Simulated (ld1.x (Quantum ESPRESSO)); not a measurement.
**What one change does to a pseudopotential (gold (Au), TM)**

| Quantity | Value |
| --- | --- |
| Element | gold |
| Generator | ld1.x (Quantum ESPRESSO) 7.5 |
| Type | norm-conserving Troullier–Martins (Kleinman–Bylander form) |
| Functional | PBE |
| Relativity | scalar-relativistic |
| Frozen core | [Kr] 4d10 4f14 |
| Valence charge | 19 |
| Reference configuration | 5s2 5p6 5d9.5 6s0 6p0 (charge +1.5) |
| Partial waves | 5p (bound): rc 1.60 bohr; 5d (bound): rc 1.15 bohr; 5s (bound): rc 1.10 bohr |
| Local potential | the s channel |
| Core correction | none |

Change: wave 5p (bound): rc 1.60 bohr becomes 5p (bound): rc 2.40 bohr.

Cutoffs: the cutoffs (Ry, on a coarse ladder) from which the occupation-weighted sum of valence levels, in a spherical-Bessel basis at the reference potential, stays within 10 and 1 mRy of its value at 400 Ry; they do not see the model core or the augmentation charge, which bear on the density cutoff. Errors are all-electron minus pseudo energies relative to the spin-unpolarised reference configuration.

Q: How do hardness, ghosts and transferability respond?

A: The potential gets neither clearly harder nor softer (140 Ry and 230 Ry → 140 Ry and 230 Ry); the s channel sets the loose cutoff, while the largest relative change is in p, which becomes softer; the errors of the 7 common tests hardly move; neither file shows a bound ghost.

| quantity | base | changed |
| --- | --- | --- |
| cutoff, loose | 140 Ry | 140 Ry |
| cutoff, tight | 230 Ry | 230 Ry |
| loose cutoff by channel (10 mRy a level) | p 40 Ry, d 35 Ry, s 110 Ry | p 30 Ry, d 35 Ry, s 110 Ry |
| bound ghosts | none | none |
| error for 5s2 5p6 5d10 6s1 6p0, meV [ΔE -18.51 eV] | +266 | +265 |
| error for 5s2 5p6 5d10 6s0 6p0, meV [ΔE -9.10 eV] | +0.8 | +0.8 |
| error for 5s2 5p6 5d9 6s0 6p0, meV [ΔE 12.11 eV] | -1.3 | -1.3 |
| error for 5s2 5p6 5d9 6s1 6p1, meV [ΔE -11.01 eV] | +396 | +394 |
| error for 5s2 5p6 5d10 6s0.5 6p0, meV [ΔE -14.74 eV] | +148 | +148 |
| error for 5s1 5p6 5d10 6s1 6p0, meV [ΔE 96.72 eV] | +287 | +290 |
| error for 5s2 5p5 5d10 6s1 6p0, meV [ΔE 47.59 eV] | +268 | +258 |
